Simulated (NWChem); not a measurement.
System: CH₃ClMgO; SMILES [Mg]([Cl])[O]C

Input file for NWChem:

```
start job
memory heap 200 mb stack 900 mb global 1100 mb
geometry units angstroms noautosym nocenter noautoz
  Mg     0.065228    -0.340903    -0.000264
  Cl     0.514087    -2.492508     0.001017
  O     -0.294288     1.381549    -0.001294
  C     -0.574524     2.726288    -0.002097
  H     -1.158469     3.030274     0.889235
  H      0.345753     3.343480    -0.006855
  H     -1.165912     3.027661    -0.889400
end
basis spherical
  * library def2-svpd
end
dft
  xc hfexch
  iterations 150
end
property
  response 1 0.0
end
task dft property
```

Parts of the log:

```
             Northwest Computational Chemistry Package (NWChem) 7.3.0
             --------------------------------------------------------

                             Geometry "geometry" -> ""
                             -------------------------

 Output coordinates in angstroms (scale by  1.889725989 to convert to a.u.)

  No.       Tag          Charge          X              Y              Z
 ---- ---------------- ---------- -------------- -------------- --------------
    1 Mg                  12.0000     0.06522800    -0.34090300    -0.00026400
    2 Cl                  17.0000     0.51408700    -2.49250800     0.00101700
    3 O                    8.0000    -0.29428800     1.38154900    -0.00129400
    4 C                    6.0000    -0.57452400     2.72628800    -0.00209700
    5 H                    1.0000    -1.15846900     3.03027400     0.88923500
    6 H                    1.0000     0.34575300     3.34348000    -0.00685500
    7 H                    1.0000    -1.16591200     3.02766100    -0.88940000

 Effective nuclear repulsion energy (a.u.)     162.3696542282

  xc_inp: hfexch multiplicative factor not found.
                              NWChem Property Module
                              ----------------------

                                 NWChem DFT Module
                                 -----------------

 Summary of "ao basis" -> "ao basis" (spherical)
 ------------------------------------------------------------------------------
       Tag                 Description            Shells   Functions and Types
 ---------------- ------------------------------  ------  ---------------------
 Mg                        def2-svpd                 9       21   4s4p1d
 Cl                        def2-svpd                11       27   5s4p2d
 O                         def2-svpd                 9       23   4s3p2d
 C                         def2-svpd                 8       20   4s2p2d
 H                         def2-svpd                 4        8   2s2p

            General Information
            -------------------
          SCF calculation type: DFT
          Wavefunction type:  closed shell.
          No. of atoms     :     7
          No. of electrons :    46
           Alpha electrons :    23
            Beta electrons :    23
          Charge           :     0
          Spin multiplicity:     1
          Use of symmetry is: off; symmetry adaption is: off
          Maximum number of iterations: 150
          AO basis - number of functions:   115
                     number of shells:    49
          Convergence on energy requested:  1.00D-06
          Convergence on density requested:  1.00D-05
          Convergence on gradient requested:  5.00D-04

              XC Information
              --------------
                     Hartree-Fock (Exact) Exchange  1.000

      Superposition of Atomic Density Guess
      -------------------------------------

 Sum of atomic energies:        -772.68161845

      Non-variational initial energy
      ------------------------------

 Total energy =    -773.718573
 1-e energy   =   -1391.460279
 2-e energy   =     455.372052
 HOMO         =      -0.383303
 LUMO         =      -0.096109

   convergence    iter        energy       DeltaE   RMS-Dens  Diis-err
 ---------------- ----- ----------------- --------- --------- ---------
 d= 0,ls=0.0,diis     1   -773.3286671668 -9.36D+02  9.55D-03  6.75D-01
 d= 0,ls=0.0,diis     2   -773.3835482929 -5.49D-02  2.68D-03  3.03D-01
 d= 0,ls=0.0,diis     3   -773.4117464089 -2.82D-02  9.95D-04  4.23D-03
 d= 0,ls=0.0,diis     4   -773.4126205998 -8.74D-04  3.59D-04  3.41D-04
 d= 0,ls=0.0,diis     5   -773.4126950455 -7.44D-05  1.27D-04  1.84D-05
  Resetting Diis
 d= 0,ls=0.0,diis     6   -773.4127036474 -8.60D-06  1.95D-05  1.02D-06
 d= 0,ls=0.0,diis     7   -773.4127040508 -4.03D-07  3.84D-06  5.93D-08

         Total DFT energy =     -773.412704050847
      One electron energy =    -1395.221406619107
           Coulomb energy =      517.640093448066
    Exchange-Corr. energy =      -58.201045108022
 Nuclear repulsion energy =      162.369654228216

 Numeric. integr. density =        0.000000000000

                       DFT Final Molecular Orbital Analysis
                       ------------------------------------

 Vector   21  Occ=2.000000D+00  E=-4.418561D-01
              MO Center=  4.9D-01, -2.4D+00,  9.6D-04, r^2= 1.5D+00
   Bfn.  Coefficient  Atom+Function         Bfn.  Coefficient  Atom+Function
  ----- ------------  ---------------      ----- ------------  ---------------
    35      0.612209  2 Cl pz                32      0.447218  2 Cl pz
    29      0.259689  2 Cl pz                38      0.100430  2 Cl pz
    61      0.054217  3 O  pz                10      0.049549  1 Mg pz
    55      0.041475  3 O  pz                58      0.038862  3 O  pz
     7      0.038060  1 Mg pz                45      0.034898  2 Cl d -1

 Vector   22  Occ=2.000000D+00  E=-4.154221D-01
              MO Center= -2.9D-01,  1.9D+00, -1.9D-03, r^2= 1.9D+00
   Bfn.  Coefficient  Atom+Function         Bfn.  Coefficient  Atom+Function
  ----- ------------  ---------------      ----- ------------  ---------------
    53      0.490856  3 O  px                56      0.396948  3 O  px
   100     -0.263027  6 H  s                 76     -0.221696  4 C  px
    92      0.131715  5 H  s                108      0.131345  7 H  s
    54      0.102282  3 O  py                79     -0.096402  4 C  px
   101     -0.086863  6 H  s                 57      0.082704  3 O  py

 Vector   23  Occ=2.000000D+00  E=-4.154103D-01
              MO Center= -5.0D-01,  1.9D+00, -1.3D-03, r^2= 1.9D+00
   Bfn.  Coefficient  Atom+Function         Bfn.  Coefficient  Atom+Function
  ----- ------------  ---------------      ----- ------------  ---------------
    55      0.501388  3 O  pz                58      0.405462  3 O  pz
    92     -0.227704  5 H  s                108      0.227917  7 H  s
    78     -0.226490  4 C  pz                81     -0.098481  4 C  pz
    93     -0.075233  5 H  s                109      0.075304  7 H  s
    35     -0.060393  2 Cl pz                88     -0.054834  4 C  d -1

 Vector   24  Occ=0.000000D+00  E= 2.166459D-02
              MO Center=  1.1D-01, -5.6D-01, -1.1D-04, r^2= 9.6D+00
   Bfn.  Coefficient  Atom+Function         Bfn.  Coefficient  Atom+Function
  ----- ------------  ---------------      ----- ------------  ---------------
     4      2.295294  1 Mg s                 52     -1.984855  3 O  s
     3      1.296728  1 Mg s                 26     -0.809272  2 Cl s
    60      0.713386  3 O  py                12      0.563773  1 Mg py
    74      0.540906  4 C  s                 37     -0.396239  2 Cl py
    75     -0.227692  4 C  s                 15     -0.215338  1 Mg py

 Vector   25  Occ=0.000000D+00  E= 4.285666D-02
              MO Center=  2.3D-02, -1.6D-01, -4.2D-04, r^2= 1.7D+01
   Bfn.  Coefficient  Atom+Function         Bfn.  Coefficient  Atom+Function
  ----- ------------  ---------------      ----- ------------  ---------------
    14      1.311217  1 Mg px                36     -0.278255  2 Cl px
    15      0.273715  1 Mg py                59     -0.167048  3 O  px
    11     -0.146514  1 Mg px                 8      0.096056  1 Mg px
   101     -0.085659  6 H  s                 33     -0.083798  2 Cl px
    56     -0.068372  3 O  px               106      0.065611  6 H  py

 Vector   26  Occ=0.000000D+00  E= 4.285677D-02
              MO Center=  3.1D-02, -1.6D-01, -3.5D-04, r^2= 1.7D+01
   Bfn.  Coefficient  Atom+Function         Bfn.  Coefficient  Atom+Function
  ----- ------------  ---------------      ----- ------------  ---------------
    16      1.339484  1 Mg pz                38     -0.284216  2 Cl pz
    61     -0.170547  3 O  pz                13     -0.149674  1 Mg pz
    10      0.098116  1 Mg pz                35     -0.085593  2 Cl pz
    88     -0.076064  4 C  d -1             109      0.074630  7 H  s
    93     -0.073833  5 H  s                 58     -0.069851  3 O  pz

     Multipole analysis of the density
     ---------------------------------

     L   x y z        total         alpha         beta         nuclear
     -   - - -        -----         -----         ----         -------
     0   0 0 0     -0.000000    -23.000000    -23.000000     46.000000

     1   1 0 0     -0.147325     -1.719745     -1.719745      3.292165
     1   0 1 0      0.707622      9.473569      9.473569    -18.239516
     1   0 0 1     -0.000417      0.014752      0.014752     -0.029920

     2   2 0 0    -25.141979    -30.494457    -30.494457     35.846935
     2   1 1 0      2.275682     73.603661     73.603661   -144.931640
     2   1 0 1     -0.001227     -0.042390     -0.042390      0.083553
     2   0 2 0    -35.610816   -368.487782   -368.487782    701.364749
     2   0 1 1      0.005895      0.202414      0.202414     -0.398932
     2   0 0 2    -24.668862    -15.158922    -15.158922      5.648982

 *** CALLING NEW AORESP DRIVER FOR CLOSED AND OPEN SHELLS ***
 Entering AOResponse driver routine

--------------------------------------------------------------------------------

          -----------------------------------------------
          Solving response equations for perturbing field
          -----------------------------------------------

 number of frequencies:     1
 frequency in a.u.:  0.0000000E+00
 Perturbing field: electric
 Using El. Dipole Length Gauge

 Setting up CPKS with frequency omega =      0.00000000 a.u.

 STATIC response

                                NWChem CPHF Module
                                ------------------

  scftype          =     RHF
  nclosed          =       23
  nopen            =        0
  variables        =     2116
  # of vectors     =        3
  tolerance        = 0.10D-03
  level shift      = 0.00D+00
  max iterations   =       50
  max subspace     =       30

 SCF residual:    1.4324667788590063E-004

Iterative solution of linear equations
  No. of variables     2116
  No. of equations        3
  Maximum subspace       30
        Iterations       50
       Convergence  1.0D-04

   iter   nsub   residual    time
   ----  ------  --------  ---------
     1      3    1.05D+00      11.6
     2      6    3.47D-01      16.6
     3      9    1.34D-01      21.9
     4     12    7.37D-02      26.9
     5     15    1.44D-02      31.7
     6     18    3.08D-03      36.6
     7     21    4.22D-04      41.4
     8     24    7.04D-05      46.3

 Electric Dipole Response Matrix (nonzero elements):

              1        2        3
    1   41.4511  -2.5858   0.0015
    2   -2.5858  53.3076  -0.0074
    3    0.0015  -0.0074  40.9119

 ------------------------------------------
 average:        45.22353 + I       0.00000

 DFT Linear Response polarizability / au
 Frequency  =       0.0000000 / au
              X              Y              Z
 -----------------------------------------------
 X      41.4510643     -2.5857873      0.0015466
 Y      -2.5857883     53.3076449     -0.0073978
 Z       0.0015466     -0.0073978     40.9118942
 -----------------------------------------------
 Eigenvalues =      40.9116716     53.8470419     40.9118899
 Isotropic   =      45.2235345
 Anisotropic =      12.9352611
 -----------------------------------------------

 Magnetic Dipole Response Matrix (nonzero elements):

 Exiting AOResponse driver routine
```

Level: Hartree-Fock/def2-SVPD. Geometry: optimised at PBE0/def2-SVP.
